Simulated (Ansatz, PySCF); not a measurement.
dimethyl telluride cation (C₂H₆Te), SMILES C[Te]C (connectivity only; charge and spin as stated), charge +1, multiplicity 2. Atoms are numbered in the order given.

```xyz
9

C      1.5567    -0.5563     0.9581
Te     0.0148     0.1743    -0.3525
C     -1.6345    -0.3963     0.9058
H      1.3972    -1.6359     1.0968
H      2.5255    -0.3549     0.4833
H      1.4638    -0.0246     1.9167
H     -1.5885    -1.4862     1.0479
H     -2.5623    -0.0996     0.3999
H     -1.5203     0.1250     1.8678
```
Charge +1, spin multiplicity 2.

The structure is a stationary point at B3LYP-D3(BJ)/def2-SVP. The spin state was assumed, not searched. The def2 effective core potentials stand for the cores of Te; spin–orbit coupling is left out.

Two levels are set side by side: PBE-D3(BJ)/def2-SVP (Ansatz, a program for electronic structure) and B3LYP-D3(BJ)/def2-SVP (Ansatz). Each level has its own optimised geometry; the coordinates shown are those of the second. Frequencies come from the Hessian of PySCF at each geometry. Differences are taken from unrounded values.

```json
[
 {"quantity": "mean bond length (Å)", "B3LYP-D3(BJ)": "1.362"},
 {"quantity": "bond C1–Te2 (Å)", "B3LYP-D3(BJ)": "2.152"},
 {"quantity": "bond Te2–C3 (Å)", "B3LYP-D3(BJ)": "2.152"},
 {"quantity": "bond C1–H4 (Å)", "B3LYP-D3(BJ)": "1.100"},
 {"quantity": "bond C1–H5 (Å)", "B3LYP-D3(BJ)": "1.098"},
 {"quantity": "bond C1–H6 (Å)", "B3LYP-D3(BJ)": "1.100"},
 {"quantity": "bond C3–H7 (Å)", "B3LYP-D3(BJ)": "1.100"},
 {"quantity": "bond C3–H8 (Å)", "B3LYP-D3(BJ)": "1.098"},
 {"quantity": "bond C3–H9 (Å)", "B3LYP-D3(BJ)": "1.100"},
 {"quantity": "highest harmonic wavenumber (cm⁻¹)", "B3LYP-D3(BJ)": "3194"},
 {"quantity": "mean harmonic wavenumber (cm⁻¹)", "B3LYP-D3(BJ)": "1505"},
 {"quantity": "zero-point energy (kcal/mol)", "B3LYP-D3(BJ)": "45.20"}
]
```

Q: What does PBE-D3(BJ) give, and how far is it from B3LYP-D3(BJ)? (An estimate is asked for; the answer gives what the named calculation found.)

A: 
```csv
quantity,PBE-D3(BJ),PBE-D3(BJ) minus B3LYP-D3(BJ)
mean bond length (Å),1.367,0.005
bond C1–Te2 (Å),2.146,-0.006
bond Te2–C3 (Å),2.146,-0.006
bond C1–H4 (Å),1.109,0.009
bond C1–H5 (Å),1.106,0.008
bond C1–H6 (Å),1.109,0.009
bond C3–H7 (Å),1.109,0.009
bond C3–H8 (Å),1.106,0.008
bond C3–H9 (Å),1.109,0.009
highest harmonic wavenumber (cm⁻¹),3132,-61
mean harmonic wavenumber (cm⁻¹),1465,-40
zero-point energy (kcal/mol),43.98,-1.21
```

GGA bonds tend to be longer and softer than those of functionals with exact exchange. Differences between two approximate levels are no errors against the true value.
